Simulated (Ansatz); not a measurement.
Species: B2, charge 0, triplet. B2 (SMILES [B][B], triplet).
B3LYP-D3(BJ)/def2-TZVP minimum from Ansatz (a quantum-chemistry and plane-wave program):
```xyz
2

B      0.0000     0.0000    -0.7840
B      0.0000     0.0000     0.7840
```
Charge 0, spin multiplicity 3.

Total energies in cc-pV5Z, 6 correlated electrons, 2 frozen orbitals. Radicals and triplets start from unrestricted determinants; spin-orbit coupling is neglected. Cores are frozen in correlated methods. No relativity. The UHF reference of B2 ([B][B], triplet) is spin-contaminated (<S^2> up to 0.91 over the pure value in the sets run).

| method | program | energy (Eh) | minus CCSDT(Q) (mEh) |
|---|---|---|---|
| HF | Ansatz | -49.15425 | 155.08 |
| MP2 | Ansatz | -49.26116 | 48.17 |
| CCSD | Ansatz | -49.29005 | 19.27 |
| CCSD(T) | Ansatz | -49.30068 | 8.64 |
| CCSDT(Q) | Ansatz | -49.30932 | 0.00 |

Rough core times of Ansatz's runs on a shared machine: CCSD(T) 20 min, CCSDT(Q) 2 h.
